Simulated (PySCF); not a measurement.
Simulation results for GeH4N, GeH6N2

Calculation on a computer-drawn molecule: optimised geometry and harmonic frequencies of an isolated molecule of the commonest isotopes, restricted reference for singlets and unrestricted otherwise, frozen core in MP2; on germanium a core potential holds 10 electrons, which the energies leave out, and 3d is frozen in MP2 and coupled-cluster steps. Program: PySCF 2.14.0.

Common to all runs: multiplicity 1.

(1) GeH4N

Start structure:
```xyz
6
GeH4N
N      0.2272    -1.0935     0.2090
Ge     0.6501     0.8273     0.3063
H     -0.5248    -1.3039    -0.4248
H     -0.0682    -1.4218     1.1123
H      1.1692     0.9682    -1.2114
H     -0.8170     1.4519    -0.0288
```

* charge: -1
* method: MP2
* basis: aug-cc-pVDZ
* basis and core potential on germanium: aug-cc-pVDZ-PP ECP10MDF
* rotational constants: 72.67, 8.467, 8.392 GHz
* total energy: -350.4576 hartree
* convergence status largest gradient component: 5.968e-06 hartree/bohr

Drawn bonds:
| atom | other atom | order |
| --- | --- | --- |
| 1 | 2 | 1 |
| 1 | 3 | 1 |
| 1 | 4 | 1 |
| 2 | 5 | 1 |
| 2 | 6 | 1 |

Optimised structure:
```xyz
6
GeH4N
N      0.2501    -1.1211     0.1995
Ge     0.6582     0.8447     0.3194
H     -0.5432    -1.2970    -0.4266
H     -0.0742    -1.4239     1.1239
H      1.1600     0.9742    -1.2104
H     -0.8143     1.4512    -0.0432
```

Modes:
| frequency (cm⁻¹) | reduced mass (dalton) |
| --- | --- |
| 213.3 | 1.04 |
| 473.4 | 7.519 |
| 579.8 | 1.034 |
| 634.4 | 1.045 |
| 731.8 | 1.174 |
| 887.2 | 1.117 |
| 900.8 | 1.022 |
| 1527 | 1.089 |
| 1703 | 1.021 |
| 1788 | 1.02 |
| 3447 | 1.05 |
| 3554 | 1.091 |

(2) GeH6N2

Start structure:
```xyz
9
GeH6N2
N      0.7894    -0.2547     2.9457
Ge     2.5635    -0.2206     2.3791
N      3.1752     1.2061     1.4228
H      0.1226    -0.3014     2.2234
H      0.5534     0.3597     3.6776
H      3.4505    -0.2665     3.6726
H      2.7416    -1.3750     1.4813
H      2.8191     1.4146     0.5191
H      3.1875     2.1314     1.9517
```

- charge: 0
- method: HF
- basis: cc-pVDZ
- basis and core potential on germanium: cc-pVDZ-PP ECP10MDF
- rotational constants: 15.28, 5.762, 4.641 GHz
- total energy: -405.7872 hartree
- convergence status largest gradient component: 3.001e-05 hartree/bohr

Drawn bonds:
| atom | other atom | order |
| --- | --- | --- |
| 1 | 2 | 1 |
| 2 | 3 | 1 |
| 1 | 4 | 1 |
| 1 | 5 | 1 |
| 2 | 6 | 1 |
| 2 | 7 | 1 |
| 3 | 8 | 1 |
| 3 | 9 | 1 |

Optimised structure:
```xyz
9
GeH6N2
N      0.8330    -0.2650     2.9468
Ge     2.5898    -0.2329     2.3949
N      3.1699     1.2428     1.4582
H      0.1526    -0.2605     2.2059
H      0.5795     0.4520     3.6052
H      3.4417    -0.3064     3.6600
H      2.7757    -1.4329     1.4693
H      2.7240     1.3855     0.5680
H      3.1366     2.1110     1.9651
```

Modes:
| frequency (cm⁻¹) | reduced mass (dalton) |
| --- | --- |
| 143.9 | 1.012 |
| 239.4 | 1.643 |
| 239.9 | 1.71 |
| 491.7 | 1.124 |
| 569.6 | 1.255 |
| 628 | 1.986 |
| 700.1 | 4.85 |
| 710.4 | 2.585 |
| 740.1 | 1.008 |
| 904 | 1.071 |
| 920.5 | 1.023 |
| 977 | 1.13 |
| 991.8 | 1.192 |
| 1699 | 1.098 |
| 1700 | 1.097 |
| 2248 | 1.024 |
| 2259 | 1.014 |
| 3730 | 1.051 |
| 3730 | 1.051 |
| 3819 | 1.094 |
| 3820 | 1.094 |
